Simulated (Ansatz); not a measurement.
`[CH3][GeH]([SiH3])[Cl]` + `BCl` → `[SiH3][GeH]([Cl])[BH]Cl` + CH₄  (formal exchange of groups at a Ge–C bond)

Calculated with Ansatz (gas phase, PBE0-D4/def2-TZVP geometries, no zero-point term in ΔE). CCSD(T)/CBS adds triple-zeta CCSD(T) − MP2 to the extrapolated MP2 energy (def2 sets, frozen cores). This one scheme is used for every species. Functionals use def2-TZVPP. For Ge outer-core shells are correlated without core-valence functions, which leaves a few kJ/mol of doubt a bond. Scalar relativity is left out up to krypton. Each species was taken in one conformer, which may not be the lowest.

Task: Is it downhill or uphill in electronic energy at CCSD(T)/CBS, and by how much? (An estimate is asked.)

Result: Computed: Downhill: ΔE = -0.10 eV.

Task: What do these levels give: PBE-D4, r2SCAN-D4, PBE0-D4, B2PLYP, PBE, MP2/def2-TZVPP, SCS-MP2/def2-TZVPP, CCSD(T)/def2-TZVPP, MP2/def2-QZVPP, SCS-MP2/def2-QZVPP, HF/CBS(def2), CCSD/CBS(def2)? (Estimate.)

Result: Ansatz gave: PBE-D4 -0.20, r2SCAN-D4 -0.15, PBE0-D4 -0.15, B2PLYP -0.07, PBE -0.18, MP2/def2-TZVPP -0.04, SCS-MP2/def2-TZVPP -0.02, CCSD(T)/def2-TZVPP -0.07, MP2/def2-QZVPP -0.06, SCS-MP2/def2-QZVPP -0.03, HF/CBS(def2) 0.07, CCSD/CBS(def2) -0.08 eV.

Largest T1 diagnostic among the species: 0.012.

In def2-TZVPP, CCSD(T) changes the Hartree–Fock value by −0.12 eV (the triples alone add −0.02 eV) and MP2 by −0.10 eV. The D4 term adds −0.04 eV with B3LYP and −0.02 eV with PBE0; it sums over pairs of atoms, weighted by their polarisabilities, and B3LYP, whose exchange is more repulsive, gets the larger term. From PBE to PBE0 (25 % exact exchange), in def2-TZVPP and without D4, ΔE moves by +0.05 eV.

B3LYP here is the variant with VWN-RPA as its local correlation; programs differ in this.
